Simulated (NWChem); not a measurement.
System: GeCl4; SMILES [Cl][Ge]([Cl])([Cl])[Cl]

Program: NWChem. Pople sets run with spherical d functions. Structure relaxed at the B3LYP/6-31G* (spherical d) level.

What does the run give for Hartree-Fock/6-31G*? Quantities: highest occupied level (eV); orbital gap (eV).


```
Item                          Value
---------------------------  ------
highest occupied level (eV)  -13.16
orbital gap (eV)              14.26
```
